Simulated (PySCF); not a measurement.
**Radial density of Se- (selenium, charge -1)**

M06-2X, [Ar] 3d10 4s2 4p5, 2P determinant. Computed with PySCF 2.14 in aug-cc-pVTZ-DK (7s6p4d2f, 59 functions), with scalar relativity by spin-free X2C-1e.

```csv
r (bohr),4πr²ρ (e/bohr),4πr²(ρα − ρβ)
0.000697,0.2961,0.0000
0.00117,0.7289,0.0000
0.00197,1.758,0.0000
0.00332,4.106,0.0000
0.00558,9.096,0.0001
0.00938,18.37,0.0002
0.0158,31.59,0.0007
0.0265,41.60,0.0027
0.0447,38.24,0.0103
0.0751,35.26,0.0269
0.126,48.97,0.0262
0.213,35.73,-0.0097
0.357,28.51,0.0508
0.601,28.23,0.0186
1.01,7.477,0.1299
1.70,3.746,0.5148
2.86,1.696,0.2711
4.81,0.2663,0.0254
8.09,0.01317,-0.0012
13.6,4.839e-05,0.0000
```

Densities and radii are taken from the X2C orbitals without a picture-change correction, which distorts them close to the nucleus.

(1) Where is the radial spin density 4πr²(ρα − ρβ) most negative, and why is it negative at all?

## Answers

(1) Around r = 0.213 bohr, down to -0.0097 e/bohr: exchange with the open shell polarises the paired shells in an unrestricted calculation.
